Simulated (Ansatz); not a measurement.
`C[S][AlH][O][InH2]`. Total charge 0; spin multiplicity 1. In takes the def2 core potential.

```xyz
11

C    -1.381   -1.723   -0.417
S    -1.778   -0.435   -1.643
Al   -0.365    1.137   -1.123
O     0.697    0.918    0.149
In    2.080    1.159    1.540
H    -0.555   -1.415    0.222
H    -1.109   -2.637   -0.943
H    -2.262   -1.912    0.196
H    -0.390    2.459   -1.988
H     1.490    1.989    2.911
H     3.574    0.461    1.096
```

Q: What are the harmonic wavenumbers in cm⁻¹ at PBE0-D4/def2-TZVP (Ansatz, finite differences of forces, unscaled)? (Estimate.)

A: Computed: 25, 32, 50, 62, 123, 127, 222, 384, 416, 474, 499, 548, 564, 664, 727, 973, 981, 1010, 1345, 1474, 1476, 1863, 1867, 1942, 3067, 3156, 3164.

Q: Is this a minimum?

A: Yes, all 27 modes are real.

Q: Give the ideal-gas thermochemistry at 298.15 K and 1 bar (rigid rotor, harmonic oscillator; point group C1, symmetry number 1).

A: Zero-point energy 162.9 kJ/mol; H(298) − E = 191.6 kJ/mol; entropy 444.7 J/(mol·K), of which translation 175.4, rotation 125.2, vibration 144.1; G(298) − E = 59.0 kJ/mol. Modes under 100 cm⁻¹ are hindered rotations or soft bends, so the harmonic entropy is rough.
